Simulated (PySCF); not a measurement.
Computed IR spectrum (relative IR intensity) of a molecule C3H2F3, multiplicity 2. The structure is a stationary point at PBE0-D3(BJ)/def2-SVP. The values are those of a single conformer. Level of theory: PBE0-D3(BJ)/def2-SVP (PySCF 2.14.0). Frequencies are harmonic and unscaled.

Lines under 2 % of the strongest are left out, and lines within 2 cm⁻¹ are merged.

```json
[
 {"ν (cm⁻¹)": "602", "relative intensity": "7.5"},
 {"ν (cm⁻¹)": "859", "relative intensity": "20"},
 {"ν (cm⁻¹)": "942", "relative intensity": "42"},
 {"ν (cm⁻¹)": "1172", "relative intensity": "38"},
 {"ν (cm⁻¹)": "1188", "relative intensity": "54"},
 {"ν (cm⁻¹)": "1274", "relative intensity": "7.5"},
 {"ν (cm⁻¹)": "1406", "relative intensity": "94"},
 {"ν (cm⁻¹)": "1528", "relative intensity": "11"},
 {"ν (cm⁻¹)": "1645", "relative intensity": "100"},
 {"ν (cm⁻¹)": "3239", "relative intensity": "2.2"},
 {"ν (cm⁻¹)": "3251", "relative intensity": "3.1"}
]
```

Problem. Identify the compound among the candidates.
A) [CH]=CC(F)(F)F
B) C=C(F)[C](F)F
C) F/C=C/[C](F)F
D) C=[C]C(F)(F)F

Solution. C, F/C=C/[C](F)F
